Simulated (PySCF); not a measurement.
Two-component Hartree-Fock for Br⁴⁺ (bromine, charge +4)

Start: [Ar] 3d10 4s2 4p1; 4p1/2 filled at m_j = +1/2. Calculated with PySCF 2.14 in x2c-SVPall-2c: generalised Hartree-Fock with the X2C-1e Hamiltonian and a Gaussian nucleus; one run each with spin-orbit coupling (SO) switched off, then screened by Boettger's factors.

| spinor shell | electrons | ε, spin-free (eV) | ε, screened SO (eV) | weight of nominal j (screened SO) | rms radius, screened SO (bohr) |
| --- | --- | --- | --- | --- | --- |
| 1s1/2 | 2 | -13608.3 | -13608.0 | 1.000 | 0.0493 |
| 2s1/2 | 2 | -1879.7 | -1879.5 | 1.000 | 0.205 |
| 2p1/2 | 2 | -1659.6 | -1692.4 | 1.000 | 0.180 |
| 2p3/2 | 4 | -1659.6 | -1643.8 | 1.000 | 0.184 |
| 3s1/2 | 2 | -331.41 | -331.31 | 1.000 | 0.588 |
| 3p1/2 | 2 | -259.18 | -264.35 | 1.000 | 0.600 |
| 3p3/2 | 4 | -259.18 | -256.55 | 1.000 | 0.610 |
| 3d3/2 | 4 | -139.84 | -140.51 | 0.999 | 0.644 |
| 3d5/2 | 6 | -139.84 | -139.25 | 0.999 | 0.646 |
| 4s1/2 | 2 | -72.427 | -72.374 | 0.998 | 1.63 |
| 4p1/2 | 1 | -58.861 | -59.364 | 0.992 | 1.81 |

| quantity | spin-free | screened SO |
| --- | --- | --- |
| E (hartree) | -2599.82163 | -2599.95674 |
| M_J | 1/2 | 1/2 |
| ⟨J²⟩ | 1.048 | 0.782 |
| ⟨L²⟩ | 2.027 | 2.028 |
| ⟨S²⟩ | 0.759 | 0.761 |

Each row is a mean over spinors that exchange with the open shell spreads, by up to 1.053 eV (3p1/2).

Without spin-orbit coupling the j labels of p, d and f shells carry no meaning; the spin-free column gives the mean over the occupied spinors of each nl shell, and its ⟨J²⟩ belongs to a mixture of degenerate components.
